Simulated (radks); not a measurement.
Er+, 67 electrons, occupied as [Xe] 4f11.5 5d0.5 6s1 (fractional occupations, a model configuration). Calculated with a radial shooting solver on a logarithmic mesh with Libxc functionals: scalar-relativistic Kohn-Sham, BLYP, spin-polarised, spherical densities, finite nucleus; open shells are filled with parallel spins first (spin-orbit coupling, left out, can overturn this in heavy ions); Fermi nuclear charge, rms radius 5.2516 fm.

Unscreened Slater integrals over Kohn-Sham orbitals (hartree). They are taken over the spin-up orbitals.

integral      value
F0(5d,5d)   0.34531
F2(5d,5d)   0.17081
F4(5d,5d)   0.10954
F0(5d,6s)   0.28626
G2(5d,6s)   0.10336
F0(5d,4f)   0.45861
F2(5d,4f)  0.096849
F4(5d,4f)  0.045318
G1(5d,4f)  0.048561
G3(5d,4f)  0.036487
G5(5d,4f)  0.027089
F0(5d,5p)   0.42582
F2(5d,5p)   0.18334
G1(5d,5p)   0.20336
G3(5d,5p)   0.12313
F0(6s,6s)   0.25774
F0(6s,4f)   0.33535
G3(6s,4f)  0.012001
F0(6s,5p)   0.31973
G1(6s,5p)  0.025693
F0(4f,4f)    1.1885
F2(4f,4f)   0.55276
F4(4f,4f)   0.34458
F6(4f,4f)   0.24729
F0(4f,5p)   0.73575
F2(4f,5p)   0.24765
G2(4f,5p)   0.13137
G4(4f,5p)   0.10007
F0(5p,5p)   0.61117
F2(5p,5p)   0.32708

Derived for the open shells (J is the average intra-shell exchange parameter used in DFT+U). 4f: F4/F2 = 0.623, F6/F2 = 0.447, J = (286 F2 + 195 F4 + 250 F6)/6435 = 0.04462 hartree. 5d: Racah B = F2/49 - 5 F4/441 = 0.002244 hartree, C = 35 F4/441 = 0.008694 hartree, C/B = 3.87, F4/F2 = 0.641, J = (F2 + F4)/14 = 0.02003 hartree.
